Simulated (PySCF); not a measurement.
These 3 structures share the formula C6H8BNO2. Computed with PBE0-D3(BJ)/def2-SVP geometry optimisation, gas phase (PySCF). One conformer each; no zero-point energy, no entropy. No frequencies were run at this level. Point groups hold within 0.08 Å.

Task: Order them by energy at this level, lowest first, and give relative energies in kJ/mol.
A. `[cH:1]1[cH:2][cH:3][n:4]([B:5]2[O:6][CH2:7][CH2:8][O:9]2)[cH:10]1` with C3–N4–B5–O6 0°
B. `[NH2:1][c:2]1[cH:3][cH:4][cH:5][cH:6][c:7]1[B:8]([OH:9])[OH:10]` with C7–B8–O9–H 179°, C7–B8–O10–H -5° (b-(2-aminophenyl)boronic acid)
C. `[NH2:1][c:2]1[cH:3][cH:4][c:5]([B:6]([OH:7])[OH:8])[cH:9][cH:10]1` with C5–B6–O7–H 180°, C5–B6–O8–H 179°

Result: B (0.0), C (22.3), A (58.7).

As drawn, the lowest has an O–H bond and an N–H bond, which the highest lacks; the highest has a B–N bond, which the lowest lacks.

```csv
SMILES,E (Eh),E rel (kJ/mol),dipole (D),point group,"A, B, C (MHz)"
Nc1ccccc1B(O)O,-462.78902,0.0,0.80,C1,"2254, 1111, 748.8"
Nc1ccc(B(O)O)cc1,-462.78052,22.3,0.90,Cs,"3641, 745.0, 618.7"
c1ccn(B2OCCO2)c1,-462.76666,58.7,3.30,–,"4196, 845.1, 709.7"
```
